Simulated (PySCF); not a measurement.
## Se⁺ (selenium, charge +1) across methods

[Ar] 3d10 4s2 4p3, high-spin 4S determinant. Calculation: PySCF 2.14, in x2c-QZVPPall with one added diffuse shell each of s, p, d, f type (12s9p6d5f1g, 113 functions); the spin-free X2C one-electron Hamiltonian (Gaussian nucleus).

```tsv
method	E (hartree)	mean ε 4s α (eV)	mean ε 4s β (eV)	mean ε 4p α (eV)	Σ⟨r²⟩ (bohr²)	⟨S²⟩
TPSSh	-2429.470	-29.148	-25.360	-17.135	30.58	3.751
LDA	-2425.962	-27.949	-25.513	-16.441	30.65	3.750
BLYP	-2429.636	-27.565	-25.264	-16.065	30.76	3.750
UHF	-2427.83393	-36.645	-28.209	-21.428	30.85	3.751
HSE06	-2429.253	-29.813	-25.965	-17.405	30.64	3.750
PBE0	-2429.261	-30.274	-26.202	-17.848	30.62	3.751
PBE	-2429.215	-27.852	-25.053	-16.403	30.70	3.751
r2SCAN	-2429.521	-28.874	-25.086	-16.921	30.51	3.751
```
